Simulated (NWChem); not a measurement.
SiH4S; SMILES [SiH3]S

Results from NWChem. Pople sets run with spherical d functions. Each level has its own optimisation; frequencies are unscaled.

For level PBE0-D3(BJ)/def2-TZVP:

| Item | Value |
|---|---|
| lowest (cm⁻¹) | 191 |

Problem. Estimate the same quantities for level B3LYP/6-31G*.

Solution. 
* **lowest (cm⁻¹)**: 201
